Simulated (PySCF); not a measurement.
Molfile (atoms numbered from 1):
```
C3H12OSi2
     RDKit          3D

 18 17  0  0  0  0  0  0  0  0999 V2000
   -2.9133    0.0483   -0.3961 C   0  0  0  0  0  0  0  0  0  0  0  0
   -1.6097   -1.2967   -0.0980 Si  0  0  0  0  0  4  0  0  0  0  0  0
   -0.1615   -0.7907   -0.6205 O   0  0  0  0  0  0  0  0  0  0  0  0
    1.1236    0.1404   -0.9789 Si  0  0  0  0  0  4  0  0  0  0  0  0
    2.6754   -0.7692   -0.3725 C   0  0  0  0  0  0  0  0  0  0  0  0
    0.9524    1.8298   -0.1257 C   0  0  0  0  0  0  0  0  0  0  0  0
   -3.9020   -0.2899   -0.1009 H   0  0  0  0  0  0  0  0  0  0  0  0
   -2.6914    0.9489    0.1706 H   0  0  0  0  0  0  0  0  0  0  0  0
   -2.9603    0.3280   -1.4455 H   0  0  0  0  0  0  0  0  0  0  0  0
   -1.4691   -1.5792    1.3332 H   0  0  0  0  0  0  0  0  0  0  0  0
   -1.8860   -2.5032   -0.8794 H   0  0  0  0  0  0  0  0  0  0  0  0
    1.0974    0.2746   -2.4406 H   0  0  0  0  0  0  0  0  0  0  0  0
    2.7324   -1.7681   -0.7942 H   0  0  0  0  0  0  0  0  0  0  0  0
    2.6805   -0.8718    0.7093 H   0  0  0  0  0  0  0  0  0  0  0  0
    3.5787   -0.2387   -0.6570 H   0  0  0  0  0  0  0  0  0  0  0  0
    0.9053    1.7259    0.9553 H   0  0  0  0  0  0  0  0  0  0  0  0
    0.0474    2.3399   -0.4430 H   0  0  0  0  0  0  0  0  0  0  0  0
    1.7917    2.4780   -0.3572 H   0  0  0  0  0  0  0  0  0  0  0  0
  1  2  1  0
  2  3  1  0
  3  4  1  0
  4  5  1  0
  4  6  1  0
  1  7  1  0
  1  8  1  0
  1  9  1  0
  2 10  1  0
  2 11  1  0
  4 12  1  0
  5 13  1  0
  5 14  1  0
  5 15  1  0
  6 16  1  0
  6 17  1  0
  6 18  1  0
M  END
```

How the numbers were obtained: GIAO PBE0/pcSseg-1 shieldings, geometry from GFN2-xTB, in PySCF 2.14 (a single conformation, gas phase, no relativistic terms, equivalent nuclei averaged).

Referencing at the same level of theory: ¹³C (σ = 186.93 ppm), ¹H (σ = 31.72 ppm), ²⁹Si (σ = 349.16 ppm) vs TMS; H2O for ¹⁷O (σ = 336.08 ppm).

```json
{"atoms": "C1", "nucleus": "¹³C", "count": "1", "Hirshfeld charge": "-0.22", "δ (ppm)": "0.5"}
{"atoms": "Si2", "nucleus": "²⁹Si", "count": "1", "Hirshfeld charge": "0.41", "δ (ppm)": "-25.1"}
{"atoms": "Si4", "nucleus": "²⁹Si", "count": "1", "Hirshfeld charge": "0.44", "δ (ppm)": "?"}
{"atoms": "H13/H14/H15/H16/H17/H18", "nucleus": "¹H", "count": "6", "Hirshfeld charge": "0.04", "δ (ppm)": "0.17"}
{"atoms": "H7/H8/H9", "nucleus": "¹H", "count": "3", "Hirshfeld charge": "0.04", "δ (ppm)": "?"}
{"atoms": "H10/H11", "nucleus": "¹H", "count": "2", "Hirshfeld charge": "-0.09", "δ (ppm)": "5.21"}
{"atoms": "O3", "nucleus": "¹⁷O", "count": "1", "Hirshfeld charge": "-0.30", "δ (ppm)": "41.3"}
{"atoms": "H12", "nucleus": "¹H", "count": "1", "Hirshfeld charge": "-0.09", "δ (ppm)": "5.26"}
{"atoms": "C5/C6", "nucleus": "¹³C", "count": "2", "Hirshfeld charge": "-0.22", "δ (ppm)": "?"}
```

Complete the table.

Answers


- C5/C6: 1.9 ppm, methyl carbon bonded to Si; an electropositive neighbour leaves it electron-rich and shielded
- H7/H8/H9: 0.26 ppm, hydrogen on a methyl carbon bonded to Si; an electropositive neighbour shields it, as in TMS itself
- Si4: -6.7 ppm, silicon bonded to 2 C, O, H

Shifts are as computed. Against solution values, carbons near 30 ppm lie about +3 ppm off and those near 130 ppm about +5 ppm. Of 1211 compounds with measured shifts, 218 miss one by over three times the rms of a fit or turn the order of signals round; such compounds aren't used in these exercises. Experimental scales use liquid or dissolved standards, which lie at an offset from isolated H2O (liquid H2O: subtract about 36 ppm).
